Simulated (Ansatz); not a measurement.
`C[SiH]([GeH3])C#N` + `[NH2][GeH3]` → `[GeH3][NH][GeH3]` + `C[SiH2]C#N` at 600 K and 1 bar (cleavage of the Ge–Si bond).

Gas-phase electronic energies from Ansatz, PBE0-D4/def2-TZVP geometries. CCSD(T)/CBS is the MP2 limit (def2-TZVPP, def2-QZVPP) plus CCSD(T) − MP2 in def2-TZVPP, frozen cores. For Ge outer-core shells are correlated without core-valence functions, which leaves a few kJ/mol of doubt a bond. Scalar relativity is left out up to krypton.

| species | CCSD(T)/CBS energy (Eh) | H − E (kJ/mol) | S (J/(mol·K)) |
| --- | --- | --- | --- |
| `C[SiH]([GeH3])C#N` | -2500.21357 | 278.7 | 499.7 |
| `[NH2][GeH3]` | -2133.81884 | 167.5 | 333.3 |
| `[GeH3][NH][GeH3]` | -4211.13400 | 223.6 | 441.7 |
| `C[SiH2]C#N` | -422.89500 | 215.0 | 389.5 |

H − E and S are ideal-gas, rigid-rotor, harmonic terms from PBE0-D4/def2-TZVP, for one conformer and one mirror image of each species. 1 Eh = 2625.50 kJ/mol, R = 8.31446 J/(mol·K).

Problem. By hand: ΔE, ΔH, ΔS and ΔG.

Solution. ΔE = (-4211.13400) + (-422.89500) − (-2500.21357) − (-2133.81884) = 0.00341 Eh = 9.0 kJ/mol. Δ(H − E) = 223.6 + 215.0 − 278.7 − 167.5 = -7.6, so ΔH = 1.4 kJ/mol. ΔS = 441.7 + 389.5 − 499.7 − 333.3 = -1.8 J/(mol·K). ΔG = 1.4 − 600 × (-1.8)/1000 = 2.5 kJ/mol.

Problem. By hand: the equilibrium constant, and the temperature at which ΔG would vanish if ΔH and ΔS stayed fixed.

Solution. log₁₀ K = −ΔG/(RT ln 10) = -0.2. ΔH and −TΔS have one sign here, so there is no such temperature. One of them is within its doubt of zero, so this could turn.

TΔS isn't small against ΔH here. The sign of ΔG lies within the doubt. A doubt of 5 kJ/mol in ΔE shifts log₁₀ K by 0.4 here. Other conformers and mirror images would add mixing entropy, several J/(mol·K) or more a flexible species. These are equilibria of isolated gas molecules and say nothing of rates. Largest T1 diagnostic: 0.012 (customary marks: 0.02 for closed shells, 0.045 for open ones).
